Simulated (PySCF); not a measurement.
Compound: C8H7F.
Numbering: `[CH2:1]=[CH:2][c:3]1[cH:4][cH:5][cH:6][c:7]([F:8])[cH:9]1` (hydrogens: H10, H11 on C1; H12 on C2; H13 on C4; H14 on C5; H15 on C6; H16 on C9)

Computed, not measured: TDDFT B3LYP/def2-SVPD, vertical, gas phase, core orbitals frozen in the response (PySCF). One conformer (not necessarily the lowest) at the PBE0-D3(BJ)/def2-SVP geometry, without solvent, vibrations or thermal averaging. Torsions of this conformer, `[CH2:1]=[CH:2][c:3]1[cH:4][cH:5][cH:6][c:7]([F:8])[cH:9]1`: C1–C2–C3–C4 180°.

```json
{"state": "S1", "E (eV)": "4.66", "λ (nm)": "265.9", "f": "0.126", "|μ| (D)": "2.67", "main configurations (H = HOMO, L = LUMO)": "H→L (44%), H-1→L (32%), H→L+1 (20%)"}
{"state": "S2", "E (eV)": "4.96", "λ (nm)": "249.8", "f": "0.240", "|μ| (D)": "3.57", "main configurations (H = HOMO, L = LUMO)": "H→L (49%), H-1→L (43%)"}
{"state": "S3", "E (eV)": "5.79", "λ (nm)": "214.1", "f": "0.178", "|μ| (D)": "2.85", "main configurations (H = HOMO, L = LUMO)": "H→L+1 (68%), H-1→L (20%)"}
{"state": "S4", "E (eV)": "6.33", "λ (nm)": "195.8", "f": "0.0075", "|μ| (D)": "0.56", "main configurations (H = HOMO, L = LUMO)": "H→L+2 (97%)"}
{"state": "S5", "E (eV)": "6.34", "λ (nm)": "195.6", "f": "0.138", "|μ| (D)": "2.40", "main configurations (H = HOMO, L = LUMO)": "H-2→L (61%), H-1→L+1 (17%), H→L+3 (15%)"}
{"state": "S6", "E (eV)": "6.47", "λ (nm)": "191.6", "f": "0.297", "|μ| (D)": "3.48", "main configurations (H = HOMO, L = LUMO)": "H-1→L+1 (65%), H→L+3 (27%)"}
{"state": "S7", "E (eV)": "6.72", "λ (nm)": "184.4", "f": "0.0062", "|μ| (D)": "0.49", "main configurations (H = HOMO, L = LUMO)": "H→L+4 (92%)"}
{"state": "S8", "E (eV)": "6.91", "λ (nm)": "179.5", "f": "0.0024", "|μ| (D)": "0.30", "main configurations (H = HOMO, L = LUMO)": "H-1→L+2 (74%), H→L+5 (19%)"}
{"state": "S9", "E (eV)": "6.95", "λ (nm)": "178.4", "f": "0.0015", "|μ| (D)": "0.24", "main configurations (H = HOMO, L = LUMO)": "H→L+5 (68%), H-1→L+2 (16%)"}
{"state": "S10", "E (eV)": "6.97", "λ (nm)": "177.8", "f": "0.0001", "|μ| (D)": "0.05", "main configurations (H = HOMO, L = LUMO)": "H-3→L (89%)"}
```

Triplets, Tamm–Dancoff:

| state | E (eV) | λ (nm) | main configurations (H = HOMO, L = LUMO) |
| --- | --- | --- | --- |
| T1 | 3.16 | 392.8 | H→L (90%) |
| T2 | 4.10 | 302.4 | H-1→L (87%) |
| T3 | 4.41 | 281.2 | H-1→L+1 (51%), H→L+1 (36%) |
| T4 | 4.69 | 264.4 | H→L+1 (41%), H-2→L (30%), H→L+3 (14%) |

The lowest singlet lies at 4.66 eV (266 nm, ultraviolet) and is of moderate strength; its leading configuration is HOMO→LUMO (44%). The strongest level in the table is S6 at 6.47 eV (192 nm, f = 0.297). S4/S5 lie within about 0.01 eV of each other. Löwdin shares by element: HOMO carbon 64% or more (atoms not listed hold the other 36%); LUMO carbon 59% or more (atoms not listed hold the other 41%). Weighted by f, the mean energy of these states is 5.74 eV. Orbital energies (eV): HOMO-3 -9.72, HOMO-2 -8.60, HOMO-1 -7.17, HOMO -6.61, LUMO -1.58, LUMO+1 -0.52, LUMO+2 0.57. Of the 10 states listed, 5 reach f = 0.01 and 1 stays under 0.0005. The vertical ionisation energy (ΔSCF) is 8.52 eV, 1.55 eV above S10. The window holds the lowest 10 singlets.

Hardware: Intel Xeon Platinum 8375C at 2.90 GHz, one thread, shared host with 128 logical CPUs at a one-minute load of 55. Cost: 3.1 min wall, 1.1 GiB resident at most.
